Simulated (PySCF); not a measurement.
C6H14Si2.
Atom-mapped SMILES: `[CH3:1][C:2]([CH3:3])([CH3:4])[SiH2:5][C:6]#[C:7][SiH3:8]` (hydrogens: H9, H10, H11 on C1; H12, H13, H14 on C3; H15, H16, H17 on C4; H18, H19 on Si5; H20, H21, H22 on Si8)

Structure used (GFN2-xTB), in Å, numbered top down from 1:
```xyz
22
C6H14Si2 angstrom
C     -1.041    1.514   -0.423
C     -1.334    0.017   -0.325
C     -1.317   -0.393    1.149
C     -2.723   -0.258   -0.903
Si    -0.006   -0.975   -1.295
C      1.635   -0.588   -0.533
C      2.693   -0.312   -0.012
Si     4.306    0.114    0.785
H     -1.780    2.088    0.137
H     -1.067    1.849   -1.458
H     -0.056    1.741   -0.017
H     -2.057    0.175    1.714
H     -1.549   -1.451    1.259
H     -0.339   -0.211    1.589
H     -2.776    0.038   -1.949
H     -2.972   -1.316   -0.835
H     -3.483    0.302   -0.355
H      0.005   -0.558   -2.703
H     -0.266   -2.416   -1.176
H      5.370   -0.615    0.090
H      4.241   -0.285    2.194
H      4.507    1.561    0.665
```

The calculation used PBE0/pcSseg-1 in PySCF (dipole) on a GFN2-xTB geometry, gas phase.

Take the most abundant isotopes and a rigid rotor. 

Problem. What are A, B and C (MHz)?

Solution. Ia = 174.49, Ib = 916.52, Ic = 970.45 u·Å²; 505379 MHz·u·Å²/I gives A = 2896, B = 551.4, C = 520.8 MHz.

Problem. What kind of rotor is it?

Solution. A near-prolate asymmetric top; Ray's κ = -0.974.

Problem. Is it planar, by Δ = Ic − Ia − Ib?

Solution. Not planar: Δ = Ic − Ia − Ib = -120.56 u·Å². For a rigid frame Δ = −2 Σ m c², so Σ m c² = 60.28 u·Å² lies off the ab plane: 23.17 from hydrogen and 37.11 from heavier atoms. The atom farthest from that plane is 2.15 Å away.

Problem. Which types of transition are allowed, and where do some lines up to J = 5 fall?

Solution. The dipole components are |μa| = 0.30 D, |μb| = 0.54 D, |μc| = 0.00 D; the mirror of this Cs structure is the ab plane, so μc vanishes by symmetry and there are no c-type lines. Intensities carry the squares of the components, which stand as 0.31 : 1.00 (a : b). Some lines, for components of 0.1 D or more:

```
type  branch         J(Ka,Kc)    MHz  lower level (cm⁻¹)
   a       Q  4(1,3) ← 4(1,4)    306               0.431
   b       R  4(0,4) ← 3(1,3)   2016               0.290
   a       R  2(1,2) ← 1(1,1)   2114               0.114
   a       R  3(1,3) ← 2(1,2)   3170               0.184
   a       R  3(2,2) ← 2(2,1)   3217               0.422
   a       R  3(1,2) ← 2(1,1)   3262               0.188
   a       R  4(2,3) ← 3(2,2)   4288               0.530
   a       R  4(3,1) ← 3(3,0)   4289               0.923
   a       R  5(4,1) ← 4(4,0)   5362               1.617
   a       R  5(3,3) ← 4(3,2)   5362               1.066
   b       Q  2(2,0) ← 2(1,1)   7035               0.188
   b       Q  3(2,2) ← 3(1,3)   7173               0.290
   b       Q  4(2,3) ← 4(1,4)   7235               0.431
   b       Q  5(2,4) ← 5(1,5)   7312               0.607
   b       R  2(2,0) ← 1(1,1)   9241               0.114
   b       R  3(2,2) ← 2(1,1)  10251               0.188
   b       R  4(2,3) ← 3(1,2)  11277               0.296
   b       R  4(2,2) ← 3(1,3)  11466               0.290
   b       Q  3(3,0) ← 3(2,1)  11800               0.530
   b       R  5(2,4) ← 4(1,3)  12288               0.441
   b       R  3(3,0) ← 2(2,1)  15018               0.422
   b       Q  4(4,0) ← 4(3,1)  16521               1.066
   b       Q  5(5,1) ← 5(4,2)  21242               1.796
```

Problem. Estimate the classical rotational partition function at 50 K, 200 K and 500 K.

Solution. Point group Cs, symmetry number σ = 1; q = (√π/σ)·√((kT/h)³/(ABC)), k/h = 20836.6 MHz/K: 65400 at 50 K, 523000 at 200 K, 2070000 at 500 K.

No frequency check. These are rigid-rotor constants of the computed structure; measured ground-state constants (B0) also hold zero-point vibration. A rigid rotor knows nothing of internal rotation, which can split or shift real lines.
